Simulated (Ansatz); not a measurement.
Al(H2O)F3 (AlOF₃H₂), 7 atoms. Hardware: 4 threads of Arm Neoverse V2 on a shared host.

Correlated methods freeze 9 core orbitals.

(1) How many basis functions does each of these Ansatz runs have, and roughly what does it cost? RPA@PBE/def2-TZVP, charge 0 singlet, energy, from earlier orbitals; HSE06-D4/def2-TZVP, charge 0 singlet, energy, from earlier orbitals; PBE0-D4/def2-TZVP, charge 1 doublet at the geometry of the charge 0 singlet, energy, from earlier orbitals; PBE0-D4/def2-SVP, charge 1 doublet at the geometry of the charge 0 singlet, energy with a search over starts; r2SCAN-D4/def2-TZVP, charge 0 singlet, energy, from earlier orbitals; PBE-D4/def2-TZVP, charge 0 triplet at the geometry of the charge 0 singlet, energy, from earlier orbitals; PBE0-D4/def2-SVP, charge 0 singlet, frequencies; B97M-V/def2-TZVP, charge 0 singlet, energy, from earlier orbitals; PBE0-D4/def2-SVP, charge 0 singlet, energy with a search over starts; PBE0-D4/def2-SVP, charge 0 singlet, relaxation, 29 steps; ωB97M-V/def2-TZVP, charge 0 singlet, energy, from earlier orbitals; LDA (SPW92)/def2-TZVP, charge 0 singlet, energy, from earlier orbitals.

## Answers

(1) Other jobs shared the machine, so times can vary by a factor of up to 3. A dash marks memory too small to be measured apart from the calling script's.

| run | functions | fitting or Cholesky vectors | wall time | peak host memory (GiB) |
| --- | --- | --- | --- | --- |
| LDA (SPW92)/def2-TZVP, charge 0 singlet, energy, from earlier orbitals | 173 | 966 | 0.55 s | – |
| PBE0-D4/def2-SVP, charge 0 singlet, energy with a search over starts | 84 | 771 | 0.75 s | – |
| HSE06-D4/def2-TZVP, charge 0 singlet, energy, from earlier orbitals | 173 | 986 | 1.3 s | – |
| r2SCAN-D4/def2-TZVP, charge 0 singlet, energy, from earlier orbitals | 173 | 966 | 2 s | – |
| RPA@PBE/def2-TZVP, charge 0 singlet, energy, from earlier orbitals | 173 | 1151 | 2.3 s | – |
| B97M-V/def2-TZVP, charge 0 singlet, energy, from earlier orbitals | 173 | 966 | 3.6 s | – |
| PBE0-D4/def2-SVP, charge 1 doublet at the geometry of the charge 0 singlet, energy with a search over starts | 84 | 770 | 4 s | – |
| ωB97M-V/def2-TZVP, charge 0 singlet, energy, from earlier orbitals | 173 | 966 | 4.2 s | – |
| PBE-D4/def2-TZVP, charge 0 triplet at the geometry of the charge 0 singlet, energy, from earlier orbitals | 173 | 966 | 6 s | – |
| PBE0-D4/def2-TZVP, charge 1 doublet at the geometry of the charge 0 singlet, energy, from earlier orbitals | 173 | 986 | 6.5 s | 0.65 |
| PBE0-D4/def2-SVP, charge 0 singlet, frequencies | 84 | 825 | 21 s | – |
| PBE0-D4/def2-SVP, charge 0 singlet, relaxation, 29 steps | 84 | 827 | 25 s | – |
